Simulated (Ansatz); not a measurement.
Molecule: C₃H₅Cl, net charge 0, singlet state. SMILES: C=CCCl
Geometry from a B3LYP-D3(BJ)/def2-TZVP (Ansatz, an electronic-structure program) optimisation:
```xyz
9

C     -2.1642    -0.0739    -0.5893
C     -1.0423    -0.6247    -0.1452
C      0.3064    -0.2573    -0.6484
Cl     1.3317     0.4369     0.6866
H     -2.1537     0.7014    -1.3467
H     -3.1319    -0.3786    -0.2132
H     -1.0721    -1.3903     0.6228
H      0.2594     0.4987    -1.4278
H      0.8592    -1.1222    -1.0096
```
Charge 0, spin multiplicity 1.

Atomisation energy built up term by term with Ansatz (kcal/mol; UHF references for open shells; valence terms freeze the core; atomic spin-orbit terms are left out). Basis-set limits of correlation are two-point, X^-3; Hartree-Fock from the larger set.

```csv
term,basis,kcal/mol
Hartree-Fock,cc-pV(Q+d)Z,625.10
CCSD correlation,"CBS(cc-pV(T+d)Z,cc-pV(Q+d)Z)",197.61
(T),"CBS(cc-pV(T+d)Z,cc-pV(Q+d)Z)",14.32
core correlation,cc-pwCVTZ,3.53
scalar relativity (X2C),cc-pVTZ-DK against cc-pVTZ,-0.70
sum: De,,839.8
```

(T) makes 1.7 % of the CCSD(T) atomisation energy; under 5 % is typical of single-reference molecules.
